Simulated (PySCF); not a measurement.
A run that did not reach its result, on `CN[SiH2]/C(F)=C(\F)[SiH3]` (driver script around PySCF, density fitting, GFN2-xTB geometry as the base; each input is a line of settings and coordinates in Å).

Command:
```bash
OMP_NUM_THREADS=1 python probes_run.py task.json out
```
Input:
```
{"job": {"kind": "nmr", "xc": "PBE0", "basis": "cc-pCVDZ", "pop": false, "scf": {"diis": false, "max_cycle": 90}}, "charge": 0, "multiplicity": 1}
C     -3.187863     0.298011    -0.473946
N     -1.752140     0.279737    -0.327000
Si    -0.985705    -0.373431     1.054862
C      0.886637    -0.176872     0.809873
F      1.558335    -0.182958     1.991928
C      1.645156    -0.070549    -0.277058
F      0.998062    -0.079032    -1.477638
Si     3.531031     0.098931    -0.419176
H     -3.639784     0.476488     0.498910
H     -3.485721     1.099920    -1.150647
H     -3.581453    -0.647225    -0.862542
H     -1.285595     0.232365    -1.220001
H     -1.382342     0.440375     2.206450
H     -1.212312    -1.801725     1.347843
H      3.800151     1.417569    -0.995967
H      3.980515    -0.956690    -1.328905
H      4.106028    -0.042882     0.912030
```

Output:
```
KeyError: 'Element h (Z=1) not found in basis cc-pCVDZ version 0'
```

Problem. What went wrong, and what mends it?

Solution. The basis cc-pCVDZ in the Basis Set Exchange has no functions for hydrogen, so the input was refused before any integral. Choose a basis that covers all elements. The run gave no result.

Shape of the structure used: `[CH3:1][NH:2][SiH2:3]/[C:4]([F:5])=[C:6](\[F:7])[SiH3:8]`: C1–N2–Si3–C4 180°, N2–Si3–C4–F5 157°.
